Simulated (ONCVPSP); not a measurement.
## Before and after: ONCV potential for Ti (Z = 22)

| Item | Value |
| --- | --- |
| Element | Ti (Z = 22) |
| Generator | ONCVPSP 4.0.1 |
| Type | optimised norm-conserving Vanderbilt (ONCV) |
| Functional | LDA (Perdew-Zunger) |
| Relativity | scalar-relativistic |
| Frozen core | [Ne] |
| Valence charge | 12 |
| Reference configuration | 3s2 3p6 3d2 4s1 (charge +1) |
| Partial waves | 3s+4s: rc 1.75 bohr, ncon 3, nbas 6, qcut 6.2 1/bohr, 2 projectors; 3p: rc 1.20 bohr, ncon 3, nbas 7, qcut 5.5 1/bohr, 1 projector; 3d: rc 1.80 bohr, ncon 4, nbas 9, qcut 9.4 1/bohr, 2 projectors, debl 1.4 Ha |
| Local potential | polynomial inside 1.05 bohr (lpopt 5, dvloc0 3 Ha) |
| Core correction | Teter function, fcfact 2.25, rcfact 1.4 |

Change: p: rc 1.46.

Cutoffs: the cutoffs (Ha) at which the residual kinetic energy of the hardest occupied pseudo-wave falls to 1 and 0.1 mHa per electron; they do not see the model core or the augmentation charge, which bear on the density cutoff. Errors are all-electron minus pseudo energies relative to the spin-unpolarised reference configuration.

**Question.** Predict the effect on cutoff, ghosts and configuration errors.

**Answer.** The potential gets softer (31 Ha and 100 Ha → 31 Ha and 77 Ha); of the 4 tests that both files solve, the error grows in 0 and shrinks in 1 by more than 15 % and 0.3 meV (median size 7.6 → 1.2 meV); neither file shows a bound ghost. A larger radius leaves more room for a smooth pseudo-wave, so fewer plane waves are needed.

| quantity | base | changed |
| --- | --- | --- |
| cutoff, loose | 31 Ha | 31 Ha |
| cutoff, tight | 100 Ha | 77 Ha |
| loose cutoff by channel | s 7.5 Ha, p 30 Ha, d 31 Ha | s 7.5 Ha, p 26 Ha, d 31 Ha |
| bound ghosts | none | none |
| GHOST(+) flags under 300 eV | none | none |
| error for 3s2 3p6 3d2 4s2, meV [ΔE -7.54 eV] | +0.6 | +0.5 |
| error for 3s2 3p6 3d2 4s0, meV [ΔE 13.80 eV] | -1.2 | -1.2 |
| error for 3s2 3p6 3d1 4s0, meV [ΔE 40.99 eV] | +54 | +47 |
| error for 3s2 3p5 3d2 4s2, meV [ΔE 37.97 eV] | -14 | +1.2 |
| s: phases at 1.77 bohr within 0.05 rad from the reference energy up to (Ha; the scan ends near 5) | to the end of the scan | to the end of the scan |
| d: phases at 1.83 bohr within 0.05 rad from the reference energy up to (Ha; the scan ends near 5) | to the end of the scan | to the end of the scan |
| rms error of d²Exc/dni dnj with the model core, mHa | 1.13 | 1.15 |
